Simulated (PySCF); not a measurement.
BH3N, SMILES B=[NH2+], charge +1.

The structure is a stationary point at PBE0-D3(BJ)/def2-TZVP. The isomer is the one that the SMILES or the coordinates give; other isomers of the formula were not compared.

All values below come from M06-2X/def2-TZVPD (PySCF).

The molecule is in vacuum.

```yaml
total_energy: -81.10238 hartree
point_group: C2v
highest_occupied_level: -18.38 eV
lowest_empty_level: -7.67 eV
orbital_gap: 10.71 eV
dipole_moment_about_the_centre_of_nuclear_charge: 0.56 D
mean_static_polarisability: 17.2 bohr³ (2.55 Å³)
polarisability_principal_values: 13.9, 14.9, 22.8 bohr³
```
